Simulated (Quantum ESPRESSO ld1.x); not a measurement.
Question: These are the eigenvalues of the occupied orbitals of an atom or ion with whole-number occupations (eV). Method: Dirac Kohn-Sham, relativistic LDA (MacDonald-Vosko exchange, VWN5 correlation), spin-unpolarised, spherical densities, point nucleus; computed with ld1.x of Quantum ESPRESSO 7.5.

| orbital | eigenvalue |
|---|---|
| 1s1/2 | -13533.7 |
| 2s1/2 | -2014.03 |
| 2p1/2 | -1845.76 |
| 2p3/2 | -1798.53 |
| 3s1/2 | -495.581 |
| 3p1/2 | -436.432 |
| 3p3/2 | -428.622 |
| 3d3/2 | -326.727 |
| 3d5/2 | -325.320 |

Which element is it, and in what charge state? The configuration may be excited. Open shells, if any, are shared by 2j + 1.

Answer: Z = 35, bromine, charge +11: Br11+ in [Ar] 3d6. The list shows which subshells hold electrons but not how many an open one holds; the 1s level, -497.36 hartree, gives Z - s = 31.5 by -(Z - s)^2/2, which with screening and relativity narrows Z to a few neighbours, and the depths of the outer levels then fix element, charge and occupations together.
